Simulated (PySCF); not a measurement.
# Working out the ionisation energy of Co

Co [Ar] 3d7 4s2 (4F) → Co⁺ [Ar] 3d8 (3F). Calculation: PySCF 2.14, in cc-pVTZ; the non-relativistic Hamiltonian (point nucleus). Frozen: [Ar]. Energies in hartree (1 hartree = 27.21139 eV):

| part | Co (lower) | Co⁺ (upper) |
| --- | --- | --- |
| UHF | -1381.425137 | -1381.136659 |
| MP2 opposite-spin | -0.149708 | -0.175388 |
| MP2 same-spin | -0.096429 | -0.105873 |

Problem. What does Hartree-Fock give?

Solution. (-1381.136659) − (-1381.425137) = 0.288478 hartree = 7.850 eV.

Problem. What do MP2 and SCS-MP2 (6/5 opposite-spin, 1/3 same-spin) give?

Solution. The opposite-spin parts differ by -0.699 eV and the same-spin parts by -0.257 eV. MP2: 7.850 + (-0.699) + (-0.257) = 6.894 eV. SCS-MP2: 7.850 + 1.2 × (-0.699) + (-0.257)/3 = 6.926 eV.

Measured between the centres of the two terms (NIST): 7.869 eV, so MP2 (valence) is off by -0.975 eV.

The calculation is non-relativistic.

What remains against the reference includes basis incompleteness, the frozen core and correlation beyond second order.
